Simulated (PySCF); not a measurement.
## SMILES C=C[C@@H]1C=C(F)[C@@H]1Cl, C6H6ClF

Molfile (atoms numbered from 1):
```
C6H6ClF
     RDKit          3D

 14 14  0  0  0  0  0  0  0  0999 V2000
    2.1629   -1.0521    0.1833 C   0  0  0  0  0  0  0  0  0  0  0  0
    0.8786   -0.8120    0.3695 C   0  0  0  0  0  0  0  0  0  0  0  0
    0.2034    0.4500   -0.0477 C   0  0  2  0  0  0  0  0  0  0  0  0
   -0.7898    1.0165    0.9525 C   0  0  0  0  0  0  0  0  0  0  0  0
   -1.8228    0.8164    0.1447 C   0  0  0  0  0  0  0  0  0  0  0  0
   -3.1297    1.0487    0.2318 F   0  0  0  0  0  0  0  0  0  0  0  0
   -1.0309    0.2801   -1.0036 C   0  0  2  0  0  0  0  0  0  0  0  0
   -1.4044   -1.3788   -1.5186 Cl  0  0  0  0  0  0  0  0  0  0  0  0
    2.8126   -0.3373   -0.2953 H   0  0  0  0  0  0  0  0  0  0  0  0
    2.6169   -1.9754    0.4979 H   0  0  0  0  0  0  0  0  0  0  0  0
    0.2406   -1.5399    0.8502 H   0  0  0  0  0  0  0  0  0  0  0  0
    0.9327    1.1704   -0.4236 H   0  0  0  0  0  0  0  0  0  0  0  0
   -0.6601    1.4153    1.9385 H   0  0  0  0  0  0  0  0  0  0  0  0
   -1.0107    0.8976   -1.9017 H   0  0  0  0  0  0  0  0  0  0  0  0
  1  2  2  0
  2  3  1  0
  3  4  1  0
  4  5  2  0
  5  6  1  0
  5  7  1  0
  7  8  1  0
  7  3  1  0
  1  9  1  0
  1 10  1  0
  2 11  1  0
  3 12  1  6
  4 13  1  0
  7 14  1  6
M  END
```

Theory: PySCF 2.14.0, TDDFT PBE0/def2-SVPD circular dichroism and optical rotation, one conformer, gas phase. Geometry: GFN2-xTB.

The molecule is flexible and this is one conformer; a measurement averages over conformers. States above about 7.7 eV lie in this functional's continuum (it starts at minus the energy of the highest occupied orbital, well below the true ionisation energy for most functionals) and depend on the basis. Singlets 8 and 9 lie within 0.01 eV of each other, so their separate moments and overlaps can depend on how they mix.

Stereocentres: C3 R, C7 R.

Task: Give the optical rotatory dispersion at 633, 589.3, 546, 436, 405, 365, 355 nm.

Result: [α] in deg dm⁻¹ (g/mL)⁻¹:
```
λ (nm)  origin-invariant length gauge  modified velocity gauge  length gauge (centre of mass)  isotropic polarisability (au)
   633                         +107.8                   +114.1                         +111.0                           85.2
 589.3                         +127.5                   +134.8                         +131.3                           85.6
   546                         +153.3                   +161.8                         +157.7                           86.0
   436                         +273.3                   +286.1                         +280.6                           87.9
   405                         +335.5                   +349.9                         +344.2                           88.8
   365                         +455.9                   +472.6                         +467.1                           90.4
   355                         +496.9                   +514.1                         +508.8                           90.9
```

Task: And for the mirror image at 589.3 nm?

Result: -127.5 deg dm⁻¹ (g/mL)⁻¹ (origin-invariant length gauge): the same size and the opposite sign.

Task: What is the molar rotation [Φ] = [α]·M/100 of the geometry above at 589.3 nm?

Result: With M = 132.56 g/mol, +169.1 deg cm² dmol⁻¹ (origin-invariant length gauge).

The first excitation lies at 6.11 eV (203 nm) with R = -0.9 × 10⁻⁴⁰ esu² cm² (velocity form).
